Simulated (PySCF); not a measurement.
B(F)(H)(OAc) (C₂H₄BFO₂), SMILES CC(=O)OBF. Atoms are numbered in the order given.

```xyz
10

B      1.1678     0.0198     1.1782
F      0.2413     0.3279     2.0788
H      2.3205    -0.1440     1.5142
O      0.8648    -0.0564    -0.1600
C     -0.4159    -0.1802    -0.7028
C     -0.4892     0.4951    -2.0452
O     -1.2931    -0.7944    -0.1516
H     -1.4870     0.3411    -2.4901
H      0.2980     0.0909    -2.7122
H     -0.2846     1.5789    -1.9315
```
Charge 0, spin multiplicity 1.

The structure is a stationary point at PBE-D3(BJ)/def2-SVP. The structure was generated by enumeration, and PubChem lists no compound with its InChIKey, so it may never have been made. Other conformers were not sampled.

Method: PBE-D3(BJ)/def2-SVP run with PySCF 2.14.0.

Frequencies are harmonic and unscaled.

```csv
mode,ν (cm⁻¹),IR (km/mol),moving atoms (share of kinetic energy)
1,48,1.8,"O 32 %, F 30 %, C 23 %, H 14 %"
2,117,0.4,H 94 %
3,142,0.2,"O 45 %, F 45 %"
4,180,1.1,"H 35 %, B 30 %, O 25 %"
5,376,3.2,"O 30 %, C 29 %, H 26 %, F 12 %"
6,488,18.9,"O 35 %, C 18 %, F 17 %, B 16 %, H 13 %"
7,568,12.4,"C 41 %, H 31 %, O 26 %"
8,678,6.9,"O 52 %, C 21 %, H 10 %, B 9 %, F 8 %"
9,766,35.7,"O 39 %, C 29 %, H 21 %, B 10 %"
10,877,47.7,"H 55 %, B 38 %"
11,964,18.1,"H 50 %, C 33 %, O 15 %"
12,1008,8.2,"H 48 %, C 48 %"
13,1080,12.2,"H 82 %, F 9 %"
14,1130,16.5,"B 29 %, C 28 %, H 17 %, F 13 %, O 12 %"
15,1197,566.0,"C 37 %, O 33 %, H 16 %, B 10 %"
16,1323,135.3,"H 67 %, C 31 %"
17,1383,375.3,"B 65 %, F 12 %, H 11 %, O 9 %"
18,1385,30.1,H 91 %
19,1393,8.7,H 95 %
20,1837,244.9,"C 63 %, O 36 %"
21,2615,145.2,"H 91 %, B 9 %"
22,2992,0.1,H 97 %
23,3075,0.4,"H 91 %, C 9 %"
24,3129,1.8,"H 90 %, C 10 %"
```
